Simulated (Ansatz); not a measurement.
# A saddle search, step by step

Si$_{2}$H$_{6}$O$_{2}$, closed shell, BLYP-D4/def2-SVP (Ansatz 0.2.0). Settings; a guess of the unstable mode was typed too, and convergence needs a confirmed negative curvature besides the force tolerance:

```yaml
hamiltonian: {xc: {name: BLYP}, dispersion: d4}
saddle:
  f_tol: 0.1
  max_steps: 40
```

Start:

```
10
angstrom
Si -0.6458 -0.0026 -0.4617
O 0.7233 0.9930 -1.2926
O -0.5105 -0.8352 -1.8208
H 0.3761 0.2219 -2.0078
H -1.8616 1.0261 -0.4045
Si 0.1560 -0.7503 1.5417
H 0.5041 1.9609 -1.6578
H 0.5062 0.4082 2.4810
H -0.7350 -1.6183 2.1584
H 1.4255 -1.4692 1.3728
```

| step | energy less the last (meV) | largest force component (eV/Å) |
| --- | --- | --- |
| 1 | 420.8 | 3.821 |
| 2 | 106.0 | 1.830 |
| 3 | 20.6 | 0.480 |
| 4 | 2.9 | 0.134 |
| 5 | 1.6 | 0.166 |
| 6 | 0.3 | 0.053 |
| 7 | 0.0 | 0.006 |

Step 2, positions (Å) and forces (eV/Å):

```json
{"atom": "Si1", "x": "-0.667", "y": "-0.013", "z": "-0.499", "Fx": "-0.888", "Fy": "0.503", "Fz": "-0.208"}
{"atom": "O2", "x": "0.729", "y": "1.057", "z": "-1.267", "Fx": "0.338", "Fy": "-1.830", "Fz": "0.304"}
{"atom": "O3", "x": "-0.564", "y": "-0.908", "z": "-1.833", "Fx": "0.358", "Fy": "0.422", "Fz": "-0.012"}
{"atom": "H4", "x": "0.423", "y": "0.240", "z": "-2.014", "Fx": "0.007", "Fy": "-0.135", "Fz": "0.071"}
{"atom": "H5", "x": "-1.819", "y": "1.007", "z": "-0.336", "Fx": "0.390", "Fy": "-0.316", "Fz": "-0.044"}
{"atom": "Si6", "x": "0.168", "y": "-0.732", "z": "1.534", "Fx": "0.922", "Fy": "0.757", "Fz": "0.155"}
{"atom": "H7", "x": "0.532", "y": "1.915", "z": "-1.622", "Fx": "-0.444", "Fy": "1.550", "Fz": "-0.563"}
{"atom": "H8", "x": "0.455", "y": "0.440", "z": "2.457", "Fx": "-0.095", "Fy": "-0.139", "Fz": "-0.156"}
{"atom": "H9", "x": "-0.765", "y": "-1.616", "z": "2.186", "Fx": "-0.771", "Fy": "-0.691", "Fz": "0.506"}
{"atom": "H10", "x": "1.447", "y": "-1.456", "z": "1.301", "Fx": "0.183", "Fy": "-0.122", "Fz": "-0.055"}
```

Step 3, positions (Å) and forces (eV/Å):

```csv
atom,x,y,z,Fx,Fy,Fz
Si1,-0.681,-0.004,-0.496,-0.480,0.219,-0.193
O2,0.733,1.040,-1.277,0.128,-0.118,-0.064
O3,-0.563,-0.888,-1.834,0.181,0.171,-0.044
H4,0.446,0.230,-2.015,-0.110,-0.127,0.044
H5,-1.812,1.010,-0.327,0.190,-0.135,-0.034
Si6,0.177,-0.731,1.542,0.465,0.324,0.155
H7,0.515,1.925,-1.636,-0.065,0.122,-0.035
H8,0.443,0.443,2.455,-0.033,-0.079,-0.068
H9,-0.779,-1.633,2.202,-0.352,-0.329,0.246
H10,1.459,-1.458,1.295,0.075,-0.048,-0.008
```

Step 6, positions (Å) and forces (eV/Å):

| atom | x | y | z | Fx | Fy | Fz |
| --- | --- | --- | --- | --- | --- | --- |
| Si1 | -0.707 | -0.003 | -0.505 | -0.002 | -0.033 | -0.004 |
| O2 | 0.744 | 1.045 | -1.293 | 0.027 | 0.040 | -0.030 |
| O3 | -0.574 | -0.873 | -1.847 | 0.023 | 0.031 | 0.009 |
| H4 | 0.461 | 0.246 | -2.012 | -0.025 | -0.026 | 0.001 |
| H5 | -1.801 | 1.027 | -0.344 | -0.016 | 0.014 | 0.007 |
| Si6 | 0.184 | -0.736 | 1.560 | -0.037 | -0.053 | 0.029 |
| H7 | 0.503 | 1.922 | -1.666 | -0.002 | -0.026 | 0.014 |
| H8 | 0.438 | 0.435 | 2.467 | -0.002 | 0.009 | 0.005 |
| H9 | -0.782 | -1.668 | 2.242 | 0.036 | 0.040 | -0.030 |
| H10 | 1.473 | -1.460 | 1.306 | -0.003 | 0.002 | -0.002 |

Last step (7):

```xyz
10
angstrom
Si -0.7038 -0.0046 -0.5022
O 0.7492 1.0473 -1.3029
O -0.5757 -0.8724 -1.8449
H 0.4612 0.2499 -2.0159
H -1.7933 1.0312 -0.3360
Si 0.1844 -0.7396 1.5638
H 0.4948 1.9202 -1.6759
H 0.4303 0.4329 2.4725
H -0.7840 -1.6701 2.2361
H 1.4752 -1.4602 1.3142
```

The run took about 26 s on 4 CPU threads of an Intel Xeon Platinum 8488C (shared host).
